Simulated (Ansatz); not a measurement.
Calculated with Ansatz (gas phase, PBE0-D4/def2-TZVP geometries, no zero-point term in ΔE). CBS: MP2 limit from def2 TZ/QZ plus the TZ coupled-cluster correction, frozen cores. Functionals use def2-TZVPP. B3LYP here is the variant with VWN-RPA as its local correlation; programs differ in this. For Ga outer-core shells are correlated without core-valence functions, which leaves a few kJ/mol of doubt a bond. Scalar relativity is left out up to krypton. Each species was taken in one conformer, which may not be the lowest.

Reaction (ligand exchange at the Si–C bond): `BC([SiH3])[SiH2]Cl` + `N=[C](O)[GaH2]` → `O/[C]([GaH2])=N/[SiH3]` + `BC[SiH2]Cl`

Task: Is it downhill or uphill in electronic energy at CCSD(T)/CBS, and by how much? (Best estimate.)

Result: Computed: Downhill: ΔE = -45.0 kJ/mol.

Task: What do these levels give: r2SCAN-D4, PBE0-D4, B3LYP-D4, B2PLYP, PBE, r2SCAN, PBE0, B3LYP, MP2/def2-TZVPP, SCS-MP2/def2-TZVPP, MP2/CBS(def2), CCSD/CBS(def2)? (Best estimate.)

Result: Ansatz gave: r2SCAN-D4 -50.1, PBE0-D4 -44.4, B3LYP-D4 -47.6, B2PLYP -49.1, PBE -44.4, r2SCAN -50.5, PBE0 -45.5, B3LYP -49.5, MP2/def2-TZVPP -46.2, SCS-MP2/def2-TZVPP -46.1, MP2/CBS(def2) -46.1, CCSD/CBS(def2) -45.2 kJ/mol.

Largest T1 diagnostic among the species: 0.015.

In def2-TZVPP, CCSD(T) changes the Hartree–Fock value by +7.2 kJ/mol (the triples alone add +0.2 kJ/mol) and MP2 by +6.2 kJ/mol.
